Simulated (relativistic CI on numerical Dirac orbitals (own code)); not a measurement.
Judd-Ofelt analysis for Pm⁴⁺

Computed by Dirac-Coulomb-Breit CI, separate exchange-only KLI orbitals for each configuration, model QED, valence Slater integrals scaled by 0.7 (own radial code, finite nucleus).

Configuration 4f3 alone, in intermediate coupling. Take Ω₂ = 3.42, Ω₄ = 2.12, Ω₆ = 2.0 (10⁻²⁰ cm²) and refractive index n = 1.93 as given. A_ED = 64π⁴e²ν³ n(n² + 2)²/[27h(2J + 1)] Σ Ω_λ |U^λ|², in Gaussian units with ν in cm⁻¹, and A_MD is n³ times the free-ion magnetic-dipole rate; a dash marks a rate that is forbidden or under 2 % of the level's free-ion decay.

Emitting level 4I°_13/2 at 4940 cm⁻¹ (radiative decay alone: multiphonon quenching in a host is left out, and the level can lie too high or too low):

| To | ν (cm⁻¹) | U² squared | U⁴ squared | U⁶ squared | Free-ion A(M1) (s⁻¹) |
| --- | --- | --- | --- | --- | --- |
| 4I°_9/2 | 4940 | 0.0000 | 0.0130 | 0.4567 | - |
| 4I°_11/2 | 2501 | 0.0254 | 0.1365 | 1.2209 | 0.746 |

(1) Give the rates, branching ratios and the radiative lifetime.

Answers

(1) The rates are:

```
      To  λ (nm)  A_ED (s⁻¹)  A_MD (s⁻¹)  β (%)
 4I°_9/2    2024        41.2           0   65.9
4I°_11/2    3999          16        5.36   34.1
```

τ_rad = 1.60e-02 s. Computed level positions enter as ν³, so measured ones would change the rates. For the strongest line (2024 nm) and an assumed effective width Δλ = 120 nm (300 cm⁻¹), the Füchtbauer-Ladenburg formula σ = λ⁴A/(8πcn²Δλ) gives a peak emission cross-section of 0.2 × 10⁻²⁰ cm².
